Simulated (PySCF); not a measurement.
Br$_{2}$Ge, quintet, at a GFN2-xTB geometry of the parent state (a higher spin typed on purpose: for a closed-shell molecule this is an excited state).

Input for PySCF:
```python
from pyscf import gto, scf, dft

mol = gto.M(
    atom='''
Ge    0.01682949    0.00687689    1.03311619
Br    1.00009172   -1.51961211   -0.47860423
Br   -1.01547868    1.51332467   -0.46595914
''',
    basis='pcseg-1',
    spin=4,
    verbose=5,
)

mf = dft.UKS(mol)
mf.xc = 'camb3lyp'
mf.kernel()
```

**Question.** What does this run give for the nuclear repulsion energy, Mulliken (on the basis functions themselves) charges in atom order, dipole moment, total energy, HOMO energy, number of basis functions?

**Answer.** 
nuclear repulsion energy: 679.7088 Eh
Mulliken (on the basis functions themselves) charges in atom order: Ge1 0.00, Br2 0.00, Br3 0.00
dipole moment: 0.76 D
total energy: -7224.6438 Eh
HOMO energy: -3.93 eV
number of basis functions: 81

These values belong to the state on which the SCF converged, which isn't shown to be the lowest.
